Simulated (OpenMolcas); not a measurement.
## Ge: the spin-orbit constant, Slater's ratio, thermal populations, worked from levels

- Program: OpenMolcas 26.06
- Basis: ANO-RCC-VTZP [6s5p3d1f]
- Scalar Hamiltonian: DKH2, point nucleus
- Active space: 2 electrons in 3 orbitals (4p)
- State averaging: 2S+1 = 3 even, 3 roots; 2S+1 = 1 even, 6 roots
- Spin-orbit coupling: state interaction with AMFI integrals over the reference wave functions, term energies averaged over their components

Methods: CASSCF; SS-CASPT2, IPEA 0.25 Eh, imaginary shift 0.1 Eh (closed shells correlated: 3d 4s). Measured levels: NIST Handbook of Basic Atomic Spectroscopic Data.

**The spin-orbit constant.** For the Hund term ³P of p2, E(J) = (A/2) J(J+1) + constant and ζ = 2S·A = 2A. From J = 0 to J = 2 the energy changes by 3 A.

| Source | E(2) - E(0) | A | ζ |
| --- | --- | --- | --- |
| CASSCF | 1261.4 | 420.5 | 841 |
| SS-CASPT2 | 1267.4 | 422.5 | 845 |
| measured | 1410.0 | 470.0 | 940 |

All in cm-1. SS-CASPT2 is off by -10.1 % and CASSCF by -10.5 %. Both methods take the spin-orbit matrix elements from the reference wave functions, so the second can move ζ only through the term energies and any multistate remixing. Second-order mixing with other terms is absorbed into this ζ.

**Slater's ratio.** With one set of orbitals, p2 has ¹D - ³P = 6 F2 and ¹S - ¹D = 9 F2 (F2 = F²/25), a ratio of 3/2. Term energies are centres of gravity, weighted by 2J + 1.

```csv
Source,¹D - ³P,¹S - ³P,F2 from the first,Ratio
CASSCF,8661,21382,1444,1.469
SS-CASPT2,7653,17790,1276,1.325
measured,6156,15398,1026,1.501
```

Energies in cm-1. A ratio away from 3/2 shows effects beyond one configuration with one set of orbitals, and in heavier atoms second-order spin-orbit shifts.

**Thermal populations.** Z = Σ (2J + 1) exp(-E/kT) with k = 0.695035 cm-1/K, over the levels below. No other level of either list lies under 37400 cm-1, which is above 7 kT at each temperature.

| Level | 2J + 1 | SS-CASPT2 | measured |
| --- | --- | --- | --- |
| 4s² 4p² ³P₀ | 1 | 0.0 | 0.0 |
| 4s² 4p² ³P₁ | 3 | 486 | 557 |
| 4s² 4p² ³P₂ | 5 | 1267 | 1410 |
| 4s² 4p² ¹D₂ | 5 | 8520 | 7125 |
| 4s² 4p² ¹S₀ | 1 | 18660 | 16367 |

```json
{"T (K)": "2000", "Z, SS-CASPT2": "5.135", "Z, measured levels": "4.852", "Ground level (%), SS-CASPT2": "19.5", "Ground level (%), measured levels": "20.6"}
{"T (K)": "3000", "Z, SS-CASPT2": "6.184", "Z, measured levels": "6.004", "Ground level (%), SS-CASPT2": "16.2", "Ground level (%), measured levels": "16.7"}
{"T (K)": "5000", "Z, SS-CASPT2": "7.516", "Z, measured levels": "7.541", "Ground level (%), SS-CASPT2": "13.3", "Ground level (%), measured levels": "13.3"}
```

At 5000 K, kT = 3475 cm-1, and the computed levels give Z = 1.000 + 2.608 + 3.472 + 0.431 + 0.005 = 7.516.

CASPT2 breaks the degeneracy within a term, and the mean is taken; among the terms shown or strongly mixed into the levels shown the widest spread is 91 cm-1 (4s² 4p² ¹D, SS-CASPT2). With the s shell closed, the reference lacks s² → p² mixing. Without dynamic correlation excited terms often stand tens of per cent too high (terms of higher spin than the ground term too low), and those without a measured partner can miss by more than the paired ones (holds for CASSCF). Some terms miss by over 15 % even with CASPT2, which points to a basis or an active space too small for the shells correlated (holds for SS-CASPT2). Measured partners are found by configuration, term and J. A level has none where our copy of the source lacks it or the pairing is in doubt (some pairs that miss far off the trend of their configuration count as doubtful), and it then counts in no deviation. Levels of configurations outside the active space are missing.
